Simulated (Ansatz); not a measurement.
Gas-phase electronic energies from Ansatz, PBE0-D4/def2-TZVP geometries. CBS: MP2 limit from def2 TZ/QZ plus the TZ coupled-cluster correction, frozen cores. This one scheme is used for every species. Functionals use def2-TZVPP. B3LYP here is the variant with VWN-RPA as its local correlation; programs differ in this. One conformer a species, not always the lowest.

Consider the ligand exchange at the Si–O bond: `O[SiH2]F` + `CN[SiH3]` → `CN([SiH3])[SiH2]F` + H₂O.

Q: Is it downhill or uphill in electronic energy at CCSD(T)/CBS, and by how much? (Best estimate.)

A: The calculation gave: Uphill: ΔE = +0.29 eV.

Q: What do these levels give: PBE-D4, ωB97X-V, ωB97M-V, B3LYP, SCS-MP2/def2-TZVPP, CCSD(T)/def2-TZVPP? (An estimate is asked.)

A: The calculation gave: PBE-D4 0.29, ωB97X-V 0.35, ωB97M-V 0.34, B3LYP 0.46, SCS-MP2/def2-TZVPP 0.34, CCSD(T)/def2-TZVPP 0.31 eV.

Largest T1 diagnostic among the species: 0.011.

In def2-TZVPP, CCSD(T) changes the Hartree–Fock value by −0.23 eV (the triples alone add −0.03 eV) and MP2 by −0.24 eV. The D4 term adds −0.13 eV with B3LYP and −0.07 eV with PBE0; it sums over pairs of atoms, weighted by their polarisabilities, and B3LYP, whose exchange is more repulsive, gets the larger term.
